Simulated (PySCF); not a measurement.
# r2SCAN on Sb²⁺ (antimony, charge +2)

Configuration: [Kr] 4d10 5s2 5p1, 2P determinant. Computed with PySCF 2.14 in cc-pVTZ-PP with ECP28MDF (5s4p3d1f, 39 functions), with scalar relativity through the core potential.

* Total energy: -239.3605 hartree
* One-electron energy: -404.5237 hartree
* Hartree (Coulomb) energy: 184.0786 hartree
* Exchange-correlation energy: -18.9154 hartree
* ⟨S²⟩: 0.7538
* ⟨L²⟩: 2.012
* Sum of ⟨r⟩: 23.83 bohr
* Sum of ⟨r²⟩: 35.59 bohr²
* Traceless quadrupole moment −½Σ⟨3z² − r²⟩ along its main axis: -2.75 e·bohr²
* Time after the integrals: 0.77 s of wall time on 1 thread of Neoverse-V1 (shared host)

```json
{"shell": "4s α", "electrons": "1", "mean orbital energy (hartree)": "-6.34868", "spread (hartree)": "0", "rms radius, mean of both spins (bohr)": "0.847"}
{"shell": "4s β", "electrons": "1", "mean orbital energy (hartree)": "-6.34633", "spread (hartree)": "0", "rms radius, mean of both spins (bohr)": "0.847"}
{"shell": "4p α", "electrons": "3", "mean orbital energy (hartree)": "-4.57290", "spread (hartree)": "0.01930", "rms radius, mean of both spins (bohr)": "0.916"}
{"shell": "4p β", "electrons": "3", "mean orbital energy (hartree)": "-4.57078", "spread (hartree)": "0.02407", "rms radius, mean of both spins (bohr)": "0.916"}
{"shell": "4d α", "electrons": "5", "mean orbital energy (hartree)": "-1.93066", "spread (hartree)": "0.01916", "rms radius, mean of both spins (bohr)": "1.11"}
{"shell": "4d β", "electrons": "5", "mean orbital energy (hartree)": "-1.92587", "spread (hartree)": "0.02690", "rms radius, mean of both spins (bohr)": "1.11"}
{"shell": "5s α", "electrons": "1", "mean orbital energy (hartree)": "-1.10867", "spread (hartree)": "0", "rms radius, mean of both spins (bohr)": "2.21"}
{"shell": "5s β", "electrons": "1", "mean orbital energy (hartree)": "-1.07241", "spread (hartree)": "0", "rms radius, mean of both spins (bohr)": "2.21"}
{"shell": "5p α", "electrons": "1", "mean orbital energy (hartree)": "-0.76668", "spread (hartree)": "0", "rms radius, mean of both spins (bohr)": "2.65"}
```

Energies and moments cover only the electrons outside the core potential.
